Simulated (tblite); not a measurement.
Compound: C3H11ClSi3.
Z-matrix (Å and degrees, GFN2-xTB geometry), rows numbered from 1:
```
Si
C   1  1.8993
C   2  1.5239  1  114.10
C   3  1.5555  2  112.91  1  -174.19
Si  4  1.9254  3  101.07  2  -140.47
Cl  5  2.0365  4  112.72  3  -104.83
Si  3  1.9361  2  117.97  1    68.96
H   1  1.4653  2  109.65  3    60.59
H   1  1.4650  2  109.05  3  -179.74
H   1  1.4654  2  109.76  3   -59.53
H   2  1.0934  1  109.69  3   122.70
H   2  1.0952  1  108.70  3  -121.71
H   3  1.0954  2  107.87  1   -54.82
H   4  1.0900  3  112.30  2    94.07
H   4  1.0914  3  109.61  2   -23.91
H   5  1.4673  4  113.76  3   136.94
H   7  1.4679  3  112.62  2    21.28
H   7  1.4670  3  113.93  2  -101.33
```

Computed values, GFN2-xTB/tblite, gas phase, harmonic and unscaled. Errors from tens to a few hundred cm⁻¹ against measured bands are possible. Modes of hydrogen on silicon can be 10 to 20 % off. One conformer, not necessarily the lowest.

Harmonic wavenumbers (cm⁻¹): 30.5, 78.5, 89.2, 119.2, 131.7, 164.0, 266.8, 308.4, 363.1, 387.5, 417.1, 486.3, 502.4, 506.3, 522.4, 543.0, 618.8, 635.7, 639.2, 720.5, 740.4, 773.5, 778.9, 790.5, 792.2, 808.0, 815.4, 989.3, 1059.5, 1086.1, 1116.9, 1204.8, 1251.3, 1261.5, 1316.3, 1487.3, 1489.3, 2177.4, 2200.0, 2210.6, 2245.7, 2249.7, 2252.8, 2914.7, 2925.3, 2954.7, 2969.7, 2990.3.

A = 3085, B = 506.7, C = 483.9 MHz; mass 165.986 u (most abundant isotopes); point group C1, symmetry number 1.

Question: Zero-point energy?

Answer: Half the sum of the wavenumbers: 26691 cm⁻¹ = 76.31 kcal/mol.

Question: Give the ideal-gas entropy at 400 K and 1 bar in the rigid-rotor, harmonic-oscillator model (classical rotation).

Answer: Translation 42.71, rotation 31.31, vibration 46.63: S = 120.6 cal/(mol K).

Question: And Cp and H(400 K) − H(0)?

Answer: Cp = 53.82 cal/(mol K), of which vibrations give 45.87 (their classical limit is 48 R = 95.4); H(400 K) − H(0) = 12.79 kcal/mol without the zero-point energy, 9.61 from vibrations.

Question: What must be added to the electronic energy to get the Gibbs energy at 400 K and 1 bar?

Answer: ZPE + [H(400 K) − H(0)] − T·S = 76.31 + 12.79 − 48.26 = 40.84 kcal/mol.

Question: How do the functions run with temperature in this model?

Answer: 
```csv
T (K),S (cal/(mol K)),Cp (cal/(mol K)),H − H(0) (kcal/mol),G − H(0) (kcal/mol),ln q(vib)
150,82.7,26.0,2.54,-9.86,3.77
250,99.0,38.6,5.78,-18.96,6.80
298.15,106.3,44.1,7.78,-23.91,8.28
600,145.2,67.1,24.98,-62.13,17.24
900,175.0,79.5,47.14,-110.33,25.20
```

q(vib) and H(0) count from the zero-point level.

Question: Blend soft modes into free rotors: weight 1/[1 + (100 cm⁻¹/ν̃)⁴] for the oscillator and the rest for a rotor with moment μB/(μ + B), μ = h/(8π²ν), B = 10⁻⁴⁴ kg m². What vibrational entropy results?

Answer: 42.74 cal/(mol K) in place of 46.63, which changes −T·S at 400 K by +1.55 kcal/mol.

Hindered rotation and anharmonicity are outside this model. Other conformers, if any are populated, would add a mixing term that is left out. The structure is chiral; the term R ln 2 for an equal mix with its mirror image is left out.
